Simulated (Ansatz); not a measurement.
The first iterations of a band of GaH₆NO (9 atoms, charge 0, multiplicity 1).

These are results of RKS PBE/def2-SVP (Ansatz 0.2.0), not measurements.

```json
{"movable images": "5", "climbing image": "yes", "spring": "5.0 eV/Å²", "optimiser": "quadratic models (default)", "start path": "through a guess of the saddle point", "force threshold": "0.05 eV/Å", "iteration limit": "60", "end points": "relaxed"}
```

First end point:

```xyz
9
Properties=species:S:1:pos:R:3
Ga 0.105 -0.056 0.227
H -0.003 -0.984 1.514
H 1.415 0.141 -0.643
O -1.472 0.190 -0.730
H -2.105 -0.538 -0.609
N -0.222 1.938 0.971
H -1.120 2.059 0.470
H 0.435 2.666 0.662
H -0.388 2.051 1.979
```

Last end point:

```xyz
9
Properties=species:S:1:pos:R:3
Ga -0.191 0.490 -0.721
H 0.151 0.693 3.685
H 1.125 -0.117 -1.315
O -1.854 -0.074 -1.147
H -1.839 -0.818 -1.775
N -0.241 1.798 0.550
H -1.119 2.245 0.823
H 0.567 2.370 0.801
H 0.045 0.879 2.942
```

| iteration | highest image above the first end (eV) | largest band force component (eV/Å) |
| --- | --- | --- |
| 1 | 2.704 | 6.867 |
| 2 | 1.852 | 2.773 |
| 3 | 1.681 | 1.728 |
| 4 | 1.411 | 2.133 |
| 5 | 1.180 | 0.934 |

Q: Does the band converge within its limit, and where does its top end?

A: It converged. It ended after 15 iterations with the highest image 1.520 eV above the first end. Neighbouring images differ by up to 1.4 eV, so the band resolves the path poorly. A vibrational analysis at the climbing image gives one clearly imaginary mode, 1102i cm⁻¹: a first-order saddle point. The orbitals stay closed-shell, which can raise the energy where a bond breaks towards radicals; this wasn't checked here.

The run took 99 s on 2 threads of Arm Neoverse V2, with other jobs on the host, peak memory 0.13 GiB.
